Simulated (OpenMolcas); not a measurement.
**How basis sets differ on CH3BCl2O (SMILES COB(Cl)Cl)**

The species is CH3BCl2O (8 atoms), meant as a singlet with charge 0. As SMILES, `COB(Cl)Cl`. The coordinates come from a PBE0-D4/def2-TZVP relaxation.

Quantity: the HOMO–LUMO gap, in eV. The values are calculated.

```tsv
level	kind	program	value (eV)
HF/ANO-R0 (sfX2C)	Hartree–Fock	OpenMolcas	15.58
HF/STO-3G	Hartree–Fock	OpenMolcas	17.59
HF/3-21G	Hartree–Fock	OpenMolcas	16.11
HF/ANO-S-VDZP (RICD fitting)	Hartree–Fock	OpenMolcas	15.19
HF/def2-SVP	Hartree–Fock	OpenMolcas	16.13
```

The values span 15.19 to 17.59 eV. A Hartree–Fock LUMO above zero doesn't converge with the basis: it sinks as sets grow more diffuse. Orbital gaps aren't excitation energies.
